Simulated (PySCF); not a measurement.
Compound: C₄H₄F₃O (charge -1).
Structure used (GFN2-xTB), in Å, numbered top down from 1:
```xyz
12
C4H4F3O angstrom
C      1.9730   -0.2667   -0.0635
C      0.5376   -0.1059    0.3123
F      0.3084   -0.2138    1.6876
C     -0.4858    0.1222   -0.5437
O     -0.4052    0.2389   -1.8056
C     -1.9045    0.2592    0.0366
F     -2.0532    1.2921    0.9274
F     -2.3464   -0.8481    0.7154
H      2.0309   -0.1663   -1.1436
H      2.3605   -1.2480    0.2301
H      2.6021    0.4974    0.4052
H     -2.6163    0.4381   -0.7842
```

The closed-shell SCF was solved with PySCF and density fitting under several settings on one GFN2-xTB geometry (grid level 2 and gas phase unless stated).

```tsv
settings	basis functions	SCF cycles	E (Eh)	HOMO (eV)	LUMO (eV)
PBE0/pcSseg-1	156	15	-529.0028	0.19	5.95
mPW1PW91/6-311G**, energy threshold 1e-11 Eh	168	14	-529.6002	0.30	5.93
PBE0/6-311G**, start guess atom	168	12	-529.1833	0.34	5.92
```

Task: Estimate the rows for these settings: (1) B97-2/pcJ-1; (2) mPW1PW91/def2-SVPD, damping 0.2 at the start, DIIS from the seventh cycle, fitting basis def2-universal-jkfit.

Result: 
```tsv
settings	basis functions	SCF cycles	E (Eh)	HOMO (eV)	LUMO (eV)
B97-2/pcJ-1	256	15	-529.4247	0.42	5.89
mPW1PW91/def2-SVPD, damping 0.2 at the start, DIIS from the seventh cycle, fitting basis def2-universal-jkfit	204	22	-529.1078	-0.20	4.48
```

Task: Over all rows, what range does the HOMO–LUMO gap span?

Result: From 4.68 eV (mPW1PW91/def2-SVPD, damping 0.2 at the start, DIIS from the seventh cycle, fitting basis def2-universal-jkfit) to 5.76 eV (PBE0/pcSseg-1). The functional of the narrowest has 25 % exact exchange, that of the widest 25 % exact exchange.

Task: Compare two rows with the functional mPW1PW91: mPW1PW91/6-311G**, energy threshold 1e-11 Eh and mPW1PW91/def2-SVPD, damping 0.2 at the start, DIIS from the seventh cycle, fitting basis def2-universal-jkfit. Which energy is lower, and by how much?

Result: mPW1PW91/6-311G**, energy threshold 1e-11 Eh (168 functions) lies 0.4924 Eh or 309 kcal/mol below mPW1PW91/def2-SVPD, damping 0.2 at the start, DIIS from the seventh cycle, fitting basis def2-universal-jkfit (204 functions). The smaller set gives the lower energy; the two sets aren't nested, so the variational bound doesn't order them by size.

Whole jobs, the steps after the SCF included, on one thread, Arm Neoverse N1 (aarch64), shared host:

```csv
settings,work after the SCF,wall time,peak memory
PBE0/pcSseg-1,shieldings,23 s,0.72 GiB
"mPW1PW91/6-311G**, energy threshold 1e-11 Eh","shieldings, charges and field gradients",32 s,0.82 GiB
"PBE0/6-311G**, start guess atom","spin–spin couplings from 11 perturbed nuclei, spin–dipole term for 3 of them",48 s,0.81 GiB
B97-2/pcJ-1,"shieldings, charges and field gradients",51 s,1.1 GiB
"mPW1PW91/def2-SVPD, damping 0.2 at the start, DIIS from the seventh cycle, fitting basis def2-universal-jkfit","1 singlet by full TDDFT, polarisability",50 s,0.83 GiB
```

Cycle counts include a coarse-grid stage where the run had one. All basis functions are spherical, in the Pople sets too. The HOMO energy is positive at B97-2/pcJ-1, PBE0/6-311G**, PBE0/pcSseg-1 and mPW1PW91/6-311G**; such an orbital is held in place by the finite basis.

One conformer stands for the species.
